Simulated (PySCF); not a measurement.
Run record: excited-state job, `CC[N](C)[Ti]([O]C)([O]C)[N](C)CC` (Ti(NMeEt)2(OMe)2).

Computed with TDDFT PBE0/def2-SVPD, vertical, gas phase, core orbitals frozen in the response (PySCF 2.14.0, density-fitted response routines). Geometry: PBE0-D3(BJ)/def2-SVP. The command runs a driver script over a list of jobs; the input below is this job's line of settings and its coordinates in Å.

Command:
```bash
OMP_NUM_THREADS=2 python probes_run.py task.json out
```

Input:
```
{"job": {"kind": "uv", "xc": "PBE0", "basis": "def2-SVPD", "ip": false, "nstates": 15}, "charge": 0, "multiplicity": 1}
Ti    -0.673499     0.144096    -0.284834
N     -0.506662     0.189213     1.596527
C     -1.598179     0.710974     2.376717
C      0.680129    -0.148222     2.347204
C      1.551530     1.053087     2.692878
H     -1.960473    -0.023523     3.124100
H     -1.332067     1.634804     2.927565
H     -2.450376     0.967122     1.726536
H      0.391558    -0.679943     3.277227
H      1.281556    -0.866490     1.765566
H      2.435358     0.748951     3.275617
H      1.896332     1.543222     1.769557
H      0.999706     1.798229     3.286511
N      1.075617     0.076729    -0.969761
C      1.796241     1.215442    -1.472625
C      1.743945    -1.199496    -1.096059
C      1.736285    -1.771789    -2.507532
H      2.754849     1.360687    -0.935182
H      2.035970     1.131139    -2.550349
H      1.197432     2.129282    -1.342460
H      2.786563    -1.106219    -0.728180
H      1.254926    -1.924013    -0.420459
H      2.266846    -2.735968    -2.544990
H      0.699047    -1.932065    -2.838807
H      2.225109    -1.094425    -3.224344
O     -1.520508     1.617492    -0.843938
C     -2.473999     2.314308    -1.558977
H     -2.230677     2.340505    -2.637121
H     -2.540269     3.359883    -1.206565
H     -3.477320     1.861320    -1.453409
O     -1.500061    -1.383414    -0.747805
C     -2.051404    -2.570989    -0.306685
H     -1.356813    -3.124942     0.353260
H     -2.296150    -3.228150    -1.161154
H     -2.985673    -2.403596     0.261209
```

Output:
```
coarse grid: 123880 points
cycle   1  E = -1425.9873826957  dE =  9.243e-01  |g| = 1.188e+00  |ddm| = 1.023e+01
cycle   2  E = -1423.8465487485  dE =  2.141e+00  |g| = 3.814e+00  |ddm| = 8.083e+00
cycle   3  E = -1426.1451680894  dE = -2.299e+00  |g| = 7.273e-01  |ddm| = 6.078e+00
cycle   4  E = -1426.2518126153  dE = -1.066e-01  |g| = 3.577e-01  |ddm| = 2.199e+00
cycle   5  E = -1426.2779128825  dE = -2.610e-02  |g| = 1.289e-01  |ddm| = 6.105e-01
cycle   6  E = -1426.2815671488  dE = -3.654e-03  |g| = 1.800e-02  |ddm| = 1.827e-01
cycle   7  E = -1426.2816235247  dE = -5.638e-05  |g| = 9.233e-03  |ddm| = 4.911e-02
cycle   8  E = -1426.2816423022  dE = -1.878e-05  |g| = 2.086e-03  |ddm| = 1.436e-02
cycle   9  E = -1426.2816431050  dE = -8.029e-07  |g| = 9.697e-04  |ddm| = 4.524e-03
final grid: 265504 points
cycle  10  E = -1426.2817417970  dE =  1.639e-07  |g| = 2.253e-03  |ddm| = 3.139e-02
cycle  11  E = -1426.2817355958  dE =  6.201e-06  |g| = 5.798e-03  |ddm| = 1.178e-02
cycle  12  E = -1426.2817427379  dE = -7.142e-06  |g| = 8.014e-04  |ddm| = 9.535e-03
cycle  13  E = -1426.2817428813  dE = -1.434e-07  |g| = 4.879e-05  |ddm| = 1.316e-03
cycle  14  E = -1426.2817428818  dE = -4.902e-10  |g| = 2.291e-05  |ddm| = 1.694e-04
converged SCF energy = -1426.2817428818

Static polarisability (au): isotropic 171.111, principal 161.560 170.592 181.181

Singlet excitations
state   eV       nm        f      main configurations
  1   3.9314    315.4   0.00847   H->L 0.88
  2   4.0703    304.6   0.01988   H->L+1 0.77, H-1->L 0.14
  3   4.4010    281.7   0.02290   H-1->L 0.59, H-1->L+1 0.23, H->L+1 0.09
  4   4.6389    267.3   0.05549   H->L+3 0.52, H-1->L+1 0.20, H-1->L 0.13
  5   4.8238    257.0   0.03212   H-1->L+1 0.27, H->L+4 0.27, H->L+3 0.14
  6   4.9204    252.0   0.03181   H->L+2 0.36, H-1->L+1 0.12, H-1->L+3 0.11
  7   5.0790    244.1   0.00648   H-1->L+3 0.36, H->L+5 0.29, H->L+2 0.19
  8   5.2271    237.2   0.03224   H-1->L+3 0.26, H->L+4 0.24, H-1->L+4 0.22
  9   5.2437    236.4   0.03659   H->L+5 0.49, H->L+2 0.17, H->L+4 0.09
 10   5.3758    230.6   0.04747   H-1->L+2 0.34, H-1->L+4 0.29, H->L+4 0.10
 11   5.6484    219.5   0.02546   H-1->L+5 0.47, H-1->L+2 0.18, H-1->L+4 0.14
 12   5.7029    217.4   0.01142   H-1->L+2 0.29, H-1->L+5 0.25, H-1->L+4 0.22
 13   5.7230    216.6   0.01002   H-2->L 0.85
 14   5.8555    211.7   0.00060   H-3->L 0.49, H-2->L+1 0.42
 15   5.9137    209.7   0.00537   H->L+6 0.64, H-3->L+1 0.20

Triplet excitations (Tamm-Dancoff, eV): 3.5436 3.5969 3.9429 4.0885
```

The SCF starts on a coarse grid where the log names one; the energy can jump when the final grid takes over, and dE then counts from the start density on the new grid. H and L stand for HOMO and LUMO; the number after each pair is its weight.

Task: Give the mean polarisability as a volume in Å³, and the ratio of the largest to the smallest principal value.

Result: 171.111 au × 0.148185 = 25.36 Å³; 181.181/161.560 = 1.12.

Task: Give S1 in cm⁻¹ and kJ/mol.

Result: 3.9314 eV × 8065.54 = 31709 cm⁻¹; × 96.485 = 379.3 kJ/mol.

Summary of the converged run: HOMO -5.85 eV, LUMO -0.37 eV; lowest singlet 3.93 eV; lowest triplet 3.54 eV (Tamm–Dancoff); mean polarisability 171.1 au.

Note that the optimisation stopped short of convergence; the values belong to its last geometry.

Hardware: Intel Xeon Platinum 8488C, 2 threads, no GPU, shared host with 96 logical CPUs at a one-minute load of 20. Cost: 4.4 min wall, 9.4 min CPU (grids of density and orbitals included), 3.6 GiB resident at most.
Labels such as C1 count atoms from 1, the log's own numbers from 0.
